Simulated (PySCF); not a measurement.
```xyz
19

N      5.0974    -0.4439    -0.5990
C      3.9350    -0.5351    -0.4462
C      2.5346    -0.6539    -0.2613
C      1.5993     0.3678    -0.2307
C      0.2612    -0.1038    -0.0239
C     -0.9507     0.6465     0.0643
Si    -0.9641     2.5294    -0.0924
C     -2.1428    -0.0634     0.2729
C     -2.1633    -1.4733     0.3940
C     -0.9865    -2.2206     0.3100
C      0.2209    -1.5294     0.1011
S      1.8088    -2.2451    -0.0372
H      1.8802     1.4224    -0.3546
H     -0.1144     3.1598     0.9786
H     -0.4146     2.9575    -1.4270
H     -2.3825     3.0051     0.0446
H     -3.0946     0.4857     0.3455
H     -3.1213    -1.9895     0.5571
H     -1.0026    -3.3161     0.4041
```

Charge 0, multiplicity 1.

Problem. Give the Mulliken and meta-Löwdin atomic charges from PySCF with PBE-D3(BJ)/def2-TZVP // PBE-D3(BJ)/def2-SVP.

Solution. 
```csv
atom,Mulliken (e),meta-Löwdin (e)
N1,0.06,-0.20
C2,-0.32,0.09
C3,0.24,-0.14
C4,-0.30,-0.12
C5,0.17,0.00
C6,-0.05,-0.21
Si7,0.11,0.41
C8,-0.15,-0.11
C9,-0.12,-0.11
C10,-0.17,-0.12
C11,0.03,-0.09
S12,0.05,0.29
H13,0.14,0.15
H14,-0.01,-0.07
H15,-0.01,-0.07
H16,-0.02,-0.07
H17,0.11,0.12
H18,0.12,0.13
H19,0.12,0.13
```
